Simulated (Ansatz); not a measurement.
Coupled-cluster run, C₂H₆AlFO.

```yaml
crystal:
  periodic: [false, false, false]
  atoms:
    - {symbol: C, position_ang: [-1.007236, -0.558145, 0.828655]}
    - {symbol: C, position_ang: [-0.278763, 0.512432, 0.080198]}
    - {symbol: O, position_ang: [1.180978, 0.435291, 0.362462]}
    - {symbol: F, position_ang: [-0.690376, 1.733136, 0.537885]}
    - {symbol: Al, position_ang: [0.779649, 0.240707, -1.561014]}
    - {symbol: H, position_ang: [-2.075908, -0.474276, 0.627302]}
    - {symbol: H, position_ang: [-0.680138, -1.548996, 0.508035]}
    - {symbol: H, position_ang: [-0.857550, -0.452211, 1.911678]}
    - {symbol: H, position_ang: [1.405820, -0.133112, 1.109040]}
    - {symbol: H, position_ang: [1.362728, 1.463322, -2.374103]}
    - {symbol: H, position_ang: [0.926195, -1.275047, -2.009540]}
basis:
  gaussian: {orbitals: def2-TZVPP}
correlation: {method: ccsd_t}
output: {orbitals: {seedname: orbitals}}
```

```sh
$ ansatz run in.yaml --threads 4 --pin off --events-out ev --progress --plain --max-ram 10444MiB
```

The program prints (abridged):

```
Functional definition: HF
1509 factors; integrals over basis functions are off by at most 1.5e-3 eV
mean field evaluation 1: about -13480.5412 eV, gradient 3.8e1 eV
mean field evaluation 2: about -13480.7922 eV, gradient 3.9e1 eV
mean field evaluation 4: about -13484.2746 eV, gradient 4.5e0 eV
mean field evaluation 8: about -13484.3478 eV, gradient 3.2e-1 eV
mean field -13484.34821787 eV, -495.5406569874 hartree, gradient 7.5e-6 eV, S^2 0.000000; 0 other end points of the search recorded, 0 dependent functions left out
9 core orbitals not correlated: weight in the atoms' cores, before any rotation towards them, 1.000 or more for the frozen orbitals, at most 0.000 for the correlated occupied ones
reference -13484.34821787 eV, -495.5406569874 hartree; 15, 15 occupied and 226, 226 virtual orbitals, 1509 factors
second order -24.91914447 eV of doubles, -0.00000000 eV of singles
cycle   1  -25.16155760 eV  change   -2.4e-1 eV  update   1.1e-1
cycle   2  -25.77065762 eV  change   -6.1e-1 eV  update   3.2e-2
cycle   3  -25.90828979 eV  change   -1.4e-1 eV  update   1.6e-2
cycle   4  -25.89459261 eV  change    1.4e-2 eV  update   3.5e-3
cycle   5  -25.89348710 eV  change    1.1e-3 eV  update   1.7e-3
cycle   6  -25.89458813 eV  change   -1.1e-3 eV  update   5.2e-4
cycle   7  -25.89435166 eV  change    2.4e-4 eV  update   2.2e-4
cycle   8  -25.89422244 eV  change    1.3e-4 eV  update   7.0e-5
cycle   9  -25.89424238 eV  change   -2.0e-5 eV  update   2.8e-5
perturbative correction -0.92195164 eV, -0.0338810979 hartree
Total energy: -13511.16441189 eV, -496.5261339409 hartree
```

Hardware: 4 threads of an Arm Neoverse V1 on a shared host. Wall time 2.8 min, peak host memory 5.5 GiB.

MP2 recovers 92.9 % of the CCSD(T) correlation energy and the triples give 3.4 %; T1 = 0.0118.
